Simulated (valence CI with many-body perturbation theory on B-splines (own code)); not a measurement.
The numbers below are computed, except where a source is named.
# I30+: magnetic and hyperfine properties of the levels

Level of theory: configuration interaction combined with many-body perturbation theory (CI+MBPT): five valence electrons over a frozen Dirac-Fock core [Ar], radial functions for each j: 7 s, 7 p, 8 d, 6 f, 4 g, 1 h, with the one-electron correlation potential Σ1 (screened to all orders), the two-electron term Σ2, the three-electron term Σ3, Breit, model QED; selected single and double excitations, second order for the rest (own B-spline code, finite nucleus).

The last digits are not significant, and no measured levels were compared; by estimate large intervals hold to a few tenths of a per cent, small ones and those within an open d or f shell to about a per cent. Only levels of the ground parity were solved; by the run's estimate the other parity begins above the list, which can be wrong where configurations are misplaced.

A/g_I is the dipole constant over the nuclear g factor μ/I (μ in nuclear magnetons, uniformly magnetised nucleus), B/Q the quadrupole constant per barn. Both hold the static response of the core; the bare values leave it out. Large factors of s and p1/2 electrons are usually good to 5 to 10 %; those of open d and f shells near neutrality can be off by tens of per cent, and small factors of p3/2, d and f electrons come from cancelling terms and can be off by a factor of two or in sign, in half-filled shells by more. B is blank for J = 1/2, where it vanishes, and for nearly pure S terms. Energies count from the lowest level.

Levels are named by their leading jj configuration (3d3/2^4 stands for four electrons in 3d with j = 3/2), which in mixed levels can hold well under half, so a name can repeat and another be missing. Letters in brackets count levels of one name in rising energy.

```
                      Level  E (eV)      g  A/g_I (MHz)  A/g_I bare  B/Q (MHz/b)  B/Q bare
  (3d3/2^4 3d5/2) J=5/2 [a]   0.000  1.766         3150        4050         5350      5440
  (3d3/2^4 3d5/2) J=5/2 [b]  11.063  1.130        10000       10200        15300     15600
(3d3/2^3 3d5/2^2) J=7/2 [a]  17.702  1.125        13000       13200        17100     17500
(3d3/2^3 3d5/2^2) J=3/2 [a]  18.276  1.309        13800       14200        15200     15500
   (3d3/2^3 3d5/2^2) J=11/2  18.654  1.170        15100       15400          142       127
    (3d3/2^3 3d5/2^2) J=9/2  20.555  1.157        13800       14000        15900     16200
    (3d3/2^3 3d5/2^2) J=5/2  20.779  1.112        12700       12900         5470      5590
    (3d3/2^3 3d5/2^2) J=1/2  22.047  1.884        -6190       -5120                       
(3d3/2^3 3d5/2^2) J=7/2 [b]  25.770  1.186        14000       14200        -6590     -6720
(3d3/2^2 3d5/2^3) J=5/2 [a]  26.917  1.218        10800       11100        -23.9     -22.5
(3d3/2^2 3d5/2^3) J=7/2 [a]  29.644  1.174        13000       13200       -11500    -11700
   (3d3/2^2 3d5/2^3) J=11/2  30.061  1.041        16000       16100         1220      1250
(3d3/2^3 3d5/2^2) J=3/2 [b]  30.757  0.878        25500       25400       -14300    -14600
(3d3/2^2 3d5/2^3) J=1/2 [a]  31.760  0.656        33300       32900                       
(3d3/2^2 3d5/2^3) J=9/2 [a]  31.939  1.146        13500       13800        -2910     -2980
(3d3/2^2 3d5/2^3) J=3/2 [a]  32.977  1.134        13800       14000         2870      2920
   (3d3/2^2 3d5/2^3) J=13/2  33.096  1.072        16600       16700        -44.3     -40.5
(3d3/2^2 3d5/2^3) J=5/2 [b]  34.914  1.017        16700       16800        -3270     -3320
(3d3/2^2 3d5/2^3) J=9/2 [b]  38.200  1.101        15200       15400         1650      1690
(3d3/2^2 3d5/2^3) J=7/2 [b]  39.717  0.991        19900       19900         -642      -661
(3d3/2^2 3d5/2^3) J=5/2 [c]  40.067  1.050        16700       16800         1830      1860
(3d3/2^2 3d5/2^3) J=3/2 [b]  42.589  0.754        25500       25300         1040      1070
  (3d3/2 3d5/2^4) J=5/2 [a]  43.228  1.157         9130        9370        -9340     -9510
(3d3/2^2 3d5/2^3) J=7/2 [c]  43.776  1.068        17700       17800         5370      5480
(3d3/2^2 3d5/2^3) J=1/2 [b]  44.952  1.896        -4650       -3580                       
(3d3/2^2 3d5/2^3) J=9/2 [c]  47.812  1.102        15000       15200        11300     11500
  (3d3/2 3d5/2^4) J=7/2 [a]  47.838  1.190        12000       12300       -26900    -27500
     (3d3/2 3d5/2^4) J=11/2  49.007  1.061        16200       16300        -1420     -1430
  (3d3/2 3d5/2^4) J=3/2 [a]  51.548  0.854        18000       17900       -16100    -16400
  (3d3/2 3d5/2^4) J=5/2 [b]  54.248  1.110        14600       14800        14000     14200
      (3d3/2 3d5/2^4) J=9/2  56.476  1.107        14600       14700       -25900    -26400
            (3d5/2^5) J=5/2  58.069  1.102        12700       12900        -9260     -9430
  (3d3/2 3d5/2^4) J=7/2 [b]  59.818  0.948        18900       18900        23100     23600
(3d3/2^2 3d5/2^3) J=3/2 [c]  61.200  1.213        13800       14100       -13700    -14000
      (3d3/2 3d5/2^4) J=1/2  67.786  0.881          207         185                       
(3d3/2^2 3d5/2^3) J=5/2 [d]  72.796  1.180        11600       11800       -20100    -20500
  (3d3/2 3d5/2^4) J=3/2 [b]  75.359  0.890        25600       25600        25000     25500
```

Take the isotope of mass number 127, with I = 5/2, μ = 2.8087 μN and Q = -0.688 b. What is the hyperfine structure of (3d3/2^3 3d5/2^2) J=11/2?

From the table A = 17000 MHz, B = -97.5 MHz. Shifts from the centre of gravity in MHz: F = 3: -276000, F = 4: -208000, F = 5: -123000, F = 6: -21200, F = 7: 97800, F = 8: 234000.
